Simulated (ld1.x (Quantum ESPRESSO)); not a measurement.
# Transferability test, ultrasoft potential for Ge

| Item | Value |
| --- | --- |
| Element | germanium (Ge) |
| Generator | ld1.x (Quantum ESPRESSO) 7.5 |
| Type | ultrasoft |
| Functional | LDA (PZ) |
| Relativity | non-relativistic |
| Frozen core | [Ar] 3d10 |
| Valence charge | 4 |
| Reference configuration | 4s1.5 4p2.5 |
| Partial waves | 4s (bound): rcut 1.55, rcutus 2.10 bohr; 4s channel at -0.5 Ry: rcut 1.55, rcutus 2.10 bohr; 4p (bound): rcut 1.35, rcutus 1.80 bohr; 4p channel at 0.1 Ry: rcut 1.35, rcutus 1.80 bohr; 4d channel at -0.15 Ry: rc 1.95 bohr |
| Local potential | the d channel |
| Core correction | a·sin(br)/r model core, default radius (core density twice the valence density) |
| Augmentation charge | PSQ, inside the norm-conserving radii |

Energies are relative to the spin-unpolarised reference configuration 4s1.5 4p2.5; without spin polarisation the order of configurations can differ from experiment. Spin-polarised rows fill each open shell by Hund’s rule, majority spin first.

| valence configuration | charge | ΔE all-electron (eV) | error AE − PS (meV) |
| --- | --- | --- | --- |
| 4s2 4p1 | +1 | 3.869 | -2.0 |
| 4s2 4p0 | +2 | 19.591 | -37 |
| 4s1 4p2 | +1 | 12.222 | -13 |
| 4s0 4p4 | 0 | 11.759 | -12 |
| 4s2 4p2.3 | -0.3 | -4.733 | -2.3 |
| 4s2 4p1.5 | +0.5 | -0.891 | -0.3 |
| 4s1.5 4p2.5 (spin-polarised) | 0 | -1.351 | +6.6 |
| 4s2 4p2 (spin-polarised) | 0 | -4.357 | +2.5 |

Task: What are ΔE and the potential's error for 4s2 4p2?

Result: ΔE = -3.796 eV all-electron; the error (AE − PS) is -1.6 meV.

Note: ghost state, extra bound levels that the all-electron valence spectrum of the same l lacks: s at -151.1 eV. A true bound ghost makes a file unfit for plane-wave use.
